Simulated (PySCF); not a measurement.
# Computed beside measured shifts

System: MeSiCl(SBu)2 (C9H21ClS2Si), SMILES CCCCS[Si](C)(Cl)SCCCC.

Atom-mapped SMILES (hydrogens are numbered by the atom that bears them): [CH3:1][CH2:2][CH2:3][CH2:4][S:5][Si:6]([CH3:7])([Cl:8])[S:9][CH2:10][CH2:11][CH2:12][CH3:13]

Computed with GIAO PBE0/pcSseg-2, gas phase, PySCF SCF with an in-house response code, fitting set def2-universal-JFIT up to Ne and JKFIT beyond, grid level 2, non-relativistic, geometry: PBE0-D3(BJ)/def2-SVP.

One optimised conformer. Values are averaged over the atoms that symmetry or fast rotation interchanges, on this one geometry and without vibrational averaging. Shifts are the reference shielding less the shielding here, at the same level (13C, 1H, 29Si against isolated TMS; 33S against isolated CS2); nuclei without a reference have shieldings only.

Q: What shifts does this level give for Si6, and how do they compare with measurement?

A: 
| atom | nucleus | computed / ppm | measured / ppm | computed less measured | measured against | medium of the measurement |
| --- | --- | --- | --- | --- | --- | --- |
| Si6 | 29Si | 47.7 | 30.2 | 17.5 | TMS | solution |

Measured values: U. Herzog, Habilitationsschrift, TU Bergakademie Freiberg, 2002/2003.
